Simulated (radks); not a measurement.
Task: These are the eigenvalues of the occupied orbitals of an atom or ion with whole-number occupations (hartree). Method: scalar-relativistic Kohn-Sham, PBE, spin-unpolarised, spherical densities, finite nucleus; Fermi nuclear charge, rms radius of each element as measured or else 0.836 A^(1/3) + 0.57 fm; computed with a radial shooting solver on a logarithmic mesh with Libxc functionals.

1s: -376.2464
2s: -46.69304
2p: -40.68576
3s: -5.74778
3p: -3.93747
3d: -1.00776
4s: -0.60019

Which element is it, and in what charge state? The configuration may be excited.

Result: Z = 31, gallium, charge +1: Ga+ in [Ar] 3d10 4s2. The list shows which subshells hold electrons but not how many an open one holds; the 1s level, -376.25 hartree, gives Z - s = 27.4 by -(Z - s)^2/2, which with screening and relativity narrows Z to a few neighbours, and the depths of the outer levels then fix element, charge and occupations together.
